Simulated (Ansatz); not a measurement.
Cartesian coordinates in Å:
```
O 0.9202 -0.6063 -0.8266
In -0.3820 1.0786 -1.2165
O -0.9218 0.6047 0.8257
In 0.3831 -1.0778 1.2168
H 0.8239 -1.3356 -1.4426
H -1.5908 0.4747 -2.2675
H 0.5306 2.5233 -1.1139
H -0.8290 1.3338 1.4425
H 1.5928 -0.4710 2.2650
H -0.5269 -2.5243 1.1169
```

Total charge 0; spin multiplicity 1. In takes the def2 core potential.

Question: List the r2SCAN/def2-TZVPP orbital energies in eV (Ansatz 0.2.0). (An estimate is asked.)

Answer: The calculation gave: Occupied: -515.78, -515.77, -125.15, -125.15, -81.78, -81.77, -81.67, -81.67, -81.57, -81.57, -25.85, -25.66, -19.17, -19.12, -19.12, -19.07, -19.03, -18.95, -18.92, -18.91, -18.88, -18.86, -12.99, -11.65, -11.27, -9.57, -8.73, -8.24, -8.10, -7.63, -7.40, -6.87. Lowest empty: -1.25, -0.62, 0.02, 0.12, 0.36, 1.00, 1.70, 2.07.
